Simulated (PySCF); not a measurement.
## TeO⁺: frontier orbitals

PBE0 at R = 1.799 Å; PySCF, scalar-relativistic core potentials, basis sets Te def2-SVP with ECP28, O def2-SVP. State: ²Π (doublet), unpaired electrons π ↑. Only the outer orbitals are listed, counted within each symmetry, core potentials removing the inner ones.

| spin | orbital | occ. | ε (eV) | on Te (%) | main shells (%) |
| --- | --- | --- | --- | --- | --- |
| α | 5σ | 1 | -34.76 | 18 | 78 O s, 12 Te s |
| α | 6σ | 1 | -25.12 | 82 | 79 Te s, 13 O s |
| α | 3π | 1 | -18.41 | 28 | 72 O p, 26 Te p |
| α | 7σ | 1 | -18.32 | 36 | 58 O p, 30 Te p |
| α | 3π | 1 | -17.62 | 38 | 62 O p, 36 Te p |
| α | 4π | 1 | -14.43 | 75 | 74 Te p, 25 O p |
| α | 4π | 0 | -12.18 | 67 | 64 Te p, 33 O p |
| α | 8σ | 0 | -8.01 | 85 | 69 Te p, 19 O p, 12 Te d |
| α | 9σ | 0 | -1.17 | 101 | 100 Te s |
| β | 5σ | 1 | -34.29 | 18 | 77 O s, 12 Te s |
| β | 6σ | 1 | -24.28 | 80 | 78 Te s, 14 O s |
| β | 7σ | 1 | -18.01 | 37 | 57 O p, 29 Te p |
| β | 3π | 1 | -17.59 | 32 | 68 O p, 30 Te p |
| β | 3π | 1 | -16.75 | 33 | 67 O p, 31 Te p |
| β | 4π | 0 | -11.89 | 72 | 70 Te p, 28 O p |
| β | 4π | 0 | -10.99 | 71 | 69 Te p, 29 O p |
| β | 8σ | 0 | -7.67 | 85 | 69 Te p, 18 O p, 11 Te d |

Task: Which are the highest filled and the lowest empty level, where do they sit, and how wide is the gap?

Result: Highest filled α 4π at -14.43 eV (in %: 74 Te p, 25 O p); lowest empty α 4π at -12.18 eV (in %: 64 Te p, 33 O p); the gap at PBE0 is 2.25 eV. Both belong to one degenerate shell, split only by its one-sided filling, so this is no excitation gap.

- bond order (Mayer): 2.28
- ⟨S²⟩: 0.757
- charge on Te (Mulliken, basis-dependent): 1.24
- charge on Te (Löwdin, basis-dependent): 1.19
- dipole moment (positive dipole points towards O; it is taken about the centre of mass and depends on that origin): -2.79 D
- polarisability along the bond: 32.9 bohr³
- polarisability across the bond: 17.9 bohr³

Shares are Mulliken populations and can fall outside 0 to 100 %.

Spin–orbit coupling is left out. The state was picked by a PBE0 search and need not be the measured ground state.
